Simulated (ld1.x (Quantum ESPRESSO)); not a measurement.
Before and after: TM potential for O (Z = 8)

* Element: oxygen
* Generator: ld1.x (Quantum ESPRESSO) 7.5
* Type: norm-conserving Troullier–Martins (Kleinman–Bylander form)
* Functional: LDA (PZ)
* Relativity: non-relativistic
* Frozen core: [He]
* Valence charge: 6
* Reference configuration: 2s2 2p4
* Partial waves: 2s (bound): rc 0.85 bohr; 2p (bound): rc 1.70 bohr
* Local potential: the p channel
* Core correction: a·sin(br)/r model core inside 0.65 bohr

Change: all radii but the core radius scaled by about 1.15 (s 0.98, p 1.96 bohr).

Cutoffs: the cutoffs (Ry, on a coarse ladder) from which the occupation-weighted sum of valence levels, in a spherical-Bessel basis at the reference potential, stays within 10 and 1 mRy of its value at 400 Ry; they do not see the model core or the augmentation charge, which bear on the density cutoff. Errors are all-electron minus pseudo energies relative to the spin-unpolarised reference configuration.

Problem. How do hardness, ghosts and transferability respond?

Solution. The potential gets softer (80 Ry and 180 Ry → 70 Ry and 160 Ry); of the 9 tests that both files solve, the error grows in 4 and shrinks in 5 by more than 15 % and 0.3 meV (median size 49.3 → 9.8 meV); neither file shows a bound ghost. A larger radius leaves more room for a smooth pseudo-wave, so fewer plane waves are needed.

| quantity | base | changed |
| --- | --- | --- |
| cutoff, loose | 80 Ry | 70 Ry |
| cutoff, tight | 180 Ry | 160 Ry |
| loose cutoff by channel (10 mRy a level) | s 60 Ry, p 45 Ry | s 55 Ry, p 35 Ry |
| bound ghosts | none | none |
| error for 2s2 2p3, meV [ΔE 16.59 eV] | +1.7 | +17 |
| error for 2s2 2p2, meV [ΔE 50.31 eV] | +177 | +384 |
| error for 2s2 2p1, meV [ΔE 104.27 eV] | +1024 | +1889 |
| error for 2s2 2p4.3, meV [ΔE -2.18 eV] | -1.5 | -2.5 |
| error for 2s1 2p5, meV [ΔE 14.53 eV] | +17 | +5.4 |
| error for 2s2 2p3.5, meV [ΔE 6.37 eV] | -2.5 | -2.0 |
| error for 2s0 2p6, meV [ΔE 29.12 eV] | +70 | +25 |
| error for 2s2 2p4 (spin-polarised), meV [ΔE -1.41 eV] | +49 | +9.8 |
| error for 2s2 2p3 (spin-polarised), meV [ΔE 12.58 eV] | +129 | +5.8 |
